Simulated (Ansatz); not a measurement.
Program: Ansatz. Geometries: PBE0-D4/def2-TZVP. ΔE: electronic, gas phase. CCSD(T)/CBS is the MP2 limit (def2-TZVPP, def2-QZVPP) plus CCSD(T) − MP2 in def2-TZVPP, frozen cores. For Br outer-core shells are correlated without core-valence functions, which leaves a few kJ/mol of doubt a bond. Scalar relativity is left out up to krypton.

Reaction (formal exchange of groups at the Al–Si bond): `[CH3][Al]([SiH3])[Br]` + `CC(Cl)(Cl)Cl` → `[CH3][Al]([Cl])[Br]` + `CC([SiH3])(Cl)Cl`

`[CH3][Al]([SiH3])[Br]`:

Cartesian coordinates in Å:
```
C 1.159 -0.714 1.401
Al 0.254 0.630 0.328
Si -1.259 0.159 -1.540
Br 0.607 2.819 0.824
H 1.788 -1.350 0.769
H 0.430 -1.374 1.883
H 1.787 -0.272 2.177
H -1.797 1.397 -2.165
H -2.413 -0.668 -1.081
H -0.556 -0.626 -2.596
```

`CC(Cl)(Cl)Cl`:

```xyz
8

C    -0.457    0.695    0.160
C     0.357   -0.542   -0.125
Cl   -0.679   -1.982   -0.057
Cl    1.651   -0.710    1.078
Cl    1.085   -0.434   -1.740
H    -0.898    0.616    1.153
H     0.190    1.571    0.116
H    -1.248    0.786   -0.585
```

`[CH3][Al]([Cl])[Br]`:

Z-matrix (Å, degrees):
```
C
Al 1 1.929
H 1 1.091 2 111.8
H 1 1.094 2 110.3 3 121.0
H 1 1.094 2 110.3 3 -121.0
Cl 2 2.091 1 121.0 3 179.9
Br 2 2.249 1 122.4 3 -0.1
```

`CC([SiH3])(Cl)Cl`:

Z-matrix (Å, degrees):
```
C
C 1 1.510
H 1 1.092 2 109.8
H 1 1.092 2 109.8 3 119.9
H 1 1.092 2 110.6 3 -120.1
Si 2 1.903 1 114.9 3 -59.9
Cl 2 1.792 1 109.4 3 60.3
Cl 2 1.792 1 109.4 3 179.8
H 6 1.479 2 108.8 1 180.0
H 6 1.485 2 108.0 1 -59.4
H 6 1.485 2 108.0 1 59.4
```

| level | ΔE (kcal/mol) |
| --- | --- |
| CCSD/def2-TZVPP | -54.7 |
| CCSD(T)/def2-TZVPP | -53.9 |
| SCS-MP2/def2-QZVPP | -56.1 |
| CCSD/CBS(def2) | -55.2 |

What does CCSD(T)/CBS give? (An estimate is asked.)

Ansatz gave: -54.4 kcal/mol. The listed levels differ from it by -0.3, 0.5, -1.7, -0.8 kcal/mol.

Largest T1 diagnostic among the species: 0.010.

The D4 term adds −1.0 kcal/mol with B3LYP and −0.5 kcal/mol with PBE0; it sums over pairs of atoms, weighted by their polarisabilities, and B3LYP, whose exchange is more repulsive, gets the larger term. From PBE to PBE0 (25 % exact exchange), in def2-TZVPP and without D4, ΔE moves by −2.8 kcal/mol.

B3LYP here is the variant with VWN-RPA as its local correlation; programs differ in this.
